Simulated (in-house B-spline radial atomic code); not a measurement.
Whole-atom quantities along the 9-electron series, configuration [He] 2s2 2p5. Breit and QED terms are first order and not part of the total energy; the density at the nucleus is averaged over the nuclear charge. Computed with an all-electron radial atomic-structure program (B-spline basis): Dirac-Hartree-Fock, average of the configuration, finite nuclei.

```csv
ion,Z,E/Z² (Eh),Σ<r²> (bohr²),n(0)/Z³ (bohr⁻³),Lamb diamagnetic shielding (ppm),repulsion over attraction,Breit energy (eV),self-energy (eV),vacuum polarisation (eV),Dirac less non-relativistic energy (Eh)
Ti13+,22,-1.5829,0.71273,0.78639,1352.11,0.0805,6.4424,5.1365,-0.39533,-4.253
V14+,23,?,?,?,?,?,?,?,?,?
Cr15+,24,-1.6081,0.57691,0.8138,1489.92,0.074225,8.5556,6.9601,-0.56115,-6.1414
Mn16+,25,-1.6194,0.52305,0.82795,1559.17,0.07143,9.7683,8.0232,-0.66146,-7.2948
Fe17+,26,-1.6301,0.47634,0.84285,1628.65,0.068831,11.092,9.1954,-0.77476,-8.6055
Co18+,27,?,?,?,?,?,?,?,?,?
Ni19+,28,-1.6496,0.39976,0.87465,1768.41,0.064146,14.091,11.891,-1.0449,-11.755
```

Problem. Fill in the row of V14+.

Solution. E/Z² (Eh): -1.5959; Σ<r²> (bohr²): 0.63947; n(0)/Z³ (bohr⁻³): 0.8; Lamb diamagnetic shielding (ppm): 1420.9; repulsion over attraction: 0.07724; Breit energy (eV): 7.4486; self-energy (eV): 5.9998; vacuum polarisation (eV): -0.47278; Dirac less non-relativistic energy (Eh): -5.1317.

Problem. Fill in the row of Co18+.

Solution. E/Z² (Eh): -1.6401; Σ<r²> (bohr²): 0.43556; n(0)/Z³ (bohr⁻³): 0.85813; Lamb diamagnetic shielding (ppm): 1698.4; repulsion over attraction: 0.066409; Breit energy (eV): 12.531; self-energy (eV): 10.483; vacuum polarisation (eV): -0.90218; Dirac less non-relativistic energy (Eh): -10.087.

Problem. With what power of Z does the column «Σ<r²> (bohr²)» change over this range?

Solution. A fit of the logarithm of its size against log Z from Z = 22 to 28 has slope -2.40. Unscreened non-relativistic hydrogenic orbitals would give -2.
